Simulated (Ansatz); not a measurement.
Geometry optimisation, RKS BHLYP/def2-SVP (Ansatz 0.2.0).

Input file:

```yaml
crystal:
  periodic: [false, false, false]
  atoms:
    - { symbol: Si, position_ang: [0.357583, 0.431386, -0.331664] }
    - { symbol: "N", position_ang: [-0.074195, 0.095367, 2.661935] }
    - { symbol: H, position_ang: [-0.709349, -0.255322, 3.369556] }
    - { symbol: H, position_ang: [0.856388, -0.171053, 2.961932] }
    - { symbol: O, position_ang: [1.551343, -0.129584, -1.31456] }
    - { symbol: H, position_ang: [1.59856, -1.069563, -1.458026] }
    - { symbol: O, position_ang: [-0.791276, 1.268512, -1.156481] }
    - { symbol: H, position_ang: [-1.595183, 0.807381, -1.37718] }
    - { symbol: H, position_ang: [-0.233372, -0.704452, 0.363529] }
    - { symbol: Cl, position_ang: [1.349545, 1.934238, 0.758197] }
    - { symbol: H, position_ang: [-0.088144, 1.12429, 2.731762] }
basis:
  gaussian: { orbitals: def2-SVP }
hamiltonian:
  xc: { name: BHLYP }
relax:
  f_tol: 0.03
  max_steps: 50
output:
  orbitals: {}
```

Run as:

```bash
$ ansatz run input.yaml --threads 4 --pin off --max-ram 5120MiB --backend cpu --events-out ev --progress --plain --runs-dir out
```

Where does it end, and by what steps?

It converged. After 31 steps the energy has fallen by 0.568 eV; O7 moved furthest, 1.29 Å.

```
step  energy less start (eV)  largest force component (eV/Å)  accepted
   0                  0.0000                           0.893       yes
   2                 -0.1955                           0.386       yes
   4                 -0.2419                           0.436       yes
   6                 -0.2663                           0.911       yes
   8                 -0.3266                           0.359       yes
  10                 -0.3553                           0.571       yes
  12                 -0.4005                           0.183       yes
  14                 -0.2892                           3.055        no
  16                 -0.4463                           0.768       yes
  18                 -0.4725                           0.615       yes
  20                 -0.5013                           0.132       yes
  22                 -0.5214                           0.726       yes
  24                 -0.5512                           0.121       yes
  26                 -0.5623                           0.096       yes
  28                 -0.5663                           0.205       yes
  30                 -0.5681                           0.037       yes
  31                 -0.5682                           0.008       yes
```

```xyz
11
Properties=species:S:1:pos:R:3
Si 0.429 0.067 0.153
N -0.136 0.420 2.244
H -0.989 -0.087 2.451
H 0.578 0.154 2.909
O 0.732 -0.097 -1.489
H 1.641 -0.134 -1.768
O -1.084 0.732 -0.017
H -1.279 0.849 -0.945
H 0.597 -1.303 0.661
Cl 2.064 1.324 0.647
H -0.331 1.407 2.363
```

Whether the end is a true minimum wasn't checked by a vibrational analysis.

Time of the run: 55 s on 4 threads of Arm Neoverse V2, on a shared host, peak memory 0.23 GiB.
